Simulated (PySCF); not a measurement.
Magnetisability and related constants of `B[C@@H](C)CCOBF`, C4H11B2FO

Level of theory: GIAO HCTH407/ANO-RCC-VDZP magnetisability, rotational g tensor and spin-rotation constants, non-relativistic, gas phase in PySCF. Geometry: GFN2-xTB.

Input:
```
{"job": {"kind": "mag", "xc": "HCTH407", "basis": "ANO-RCC-VDZP"}, "charge": 0, "multiplicity": 1}
B     -0.690374     1.674725     0.018055
C     -0.804513     0.115227     0.247269
C     -2.291794    -0.281115     0.317043
C     -0.090375    -0.757331    -0.794895
C      1.420942    -0.528318    -0.799234
O      1.997413    -0.953932     0.428081
B      2.353398    -0.150335     1.407362
F      2.249178     1.180422     1.295715
H     -1.055619     2.394454     0.862297
H     -0.319764     2.118600    -0.997475
H     -0.376498    -0.132285     1.227527
H     -2.782368    -0.081065    -0.633207
H     -2.803113     0.284827     1.090938
H     -2.393696    -1.341906     0.538535
H     -0.469797    -0.531595    -1.792998
H     -0.278781    -1.814142    -0.587882
H      1.638455     0.530728    -0.967263
H      1.893694    -1.126945    -1.584761
H      2.793809    -0.590763     2.397204
```
Coordinates are in Å.

Command: `OMP_NUM_THREADS=1 python excited_run.py task.json out`

Task: Show the output.

Result: Atoms count from 0.
```
coarse grid: 15512 points
cycle   1  E = -383.7836886958  dE =  5.503e-01  |g| = 9.047e-01  |ddm| = 5.700e+00
cycle   2  E = -383.3589669478  dE =  4.247e-01  |g| = 1.709e+00  |ddm| = 2.447e+00
cycle   3  E = -383.9535764214  dE = -5.946e-01  |g| = 1.958e-01  |ddm| = 1.687e+00
cycle   4  E = -383.9607022285  dE = -7.126e-03  |g| = 9.421e-02  |ddm| = 2.532e-01
cycle   5  E = -383.9623416509  dE = -1.639e-03  |g| = 2.610e-02  |ddm| = 9.014e-02
cycle   6  E = -383.9624606557  dE = -1.190e-04  |g| = 9.061e-03  |ddm| = 2.755e-02
cycle   7  E = -383.9624791560  dE = -1.850e-05  |g| = 2.093e-03  |ddm| = 1.024e-02
cycle   8  E = -383.9624801844  dE = -1.028e-06  |g| = 4.484e-04  |ddm| = 2.442e-03
final grid: 149152 points
cycle   9  E = -383.9550739576  dE = -1.026e-04  |g| = 1.871e-02  |ddm| = 9.049e-02
cycle  10  E = -383.9548745788  dE =  1.994e-04  |g| = 3.795e-02  |ddm| = 3.997e-02
cycle  11  E = -383.9551372623  dE = -2.627e-04  |g| = 3.511e-03  |ddm| = 2.791e-02
cycle  12  E = -383.9551400829  dE = -2.821e-06  |g| = 8.754e-04  |ddm| = 4.327e-03
cycle  13  E = -383.9551402313  dE = -1.484e-07  |g| = 1.720e-04  |ddm| = 7.480e-04
cycle  14  E = -383.9551402375  dE = -6.122e-09  |g| = 5.492e-05  |ddm| = 2.024e-04
cycle  15  E = -383.9551402381  dE = -6.462e-10  |g| = 1.568e-05  |ddm| = 6.958e-05
converged SCF energy = -383.9551402381

Magnetisability tensor (1e-30 J/T^2)
    -1324.21        0.51      -85.54
        0.51    -1023.23        9.08
      -85.54        9.08    -1105.27
isotropic -1150.90   principal values   -1353.70  -1077.12  -1021.88
isotropic susceptibility -69.309 1e-6 cm^3/mol

Inertial axes            a          b          c
rot. const./GHz      3.0116     1.3232     1.1134
chi total           -81.368    -62.021    -64.538
chi diamagnetic    -514.336  -1007.938  -1164.272
chi paramagnetic    432.968    945.917   1099.735
quadrupole/D A        1.338     -3.020      1.682
g nuclear            0.5995     0.5719     0.5615
g electronic        -0.6126    -0.5880    -0.5752
g total             -0.0131    -0.0162    -0.0137

Spin-rotation constants (kHz, H = +C I.J)
atom  isotope        aa         bb         cc
  0    11B        0.486      0.610      0.519
  6    11B        0.637      0.336      0.269
  7    19F        2.275      2.124      1.128
  8     1H       -0.300      0.129     -0.065
  9     1H       -0.307     -0.103      0.133
 10     1H       -0.184     -0.141     -0.011
 11     1H       -0.162     -0.144     -0.048
 12     1H       -0.296     -0.018     -0.088
 13     1H       -0.327     -0.053     -0.051
 14     1H       -0.192     -0.130     -0.028
 15     1H       -0.306     -0.048     -0.048
 16     1H       -0.277     -0.009     -0.035
 17     1H       -0.285      0.046     -0.090
 18     1H       -0.134     -0.123      0.008
  1    13C*       0.440      0.215      0.220
  2    13C*       0.391      0.171      0.164
  3    13C*       0.560      0.244      0.196
  4    13C*       0.610      0.336      0.214
  5    17O*      -0.329     -0.258     -0.231
* in the singly substituted isotopologue
```

It took 2.1 min wall time on 1 thread of an Arm Neoverse V2, shared host, peak memory 0.65 GiB.
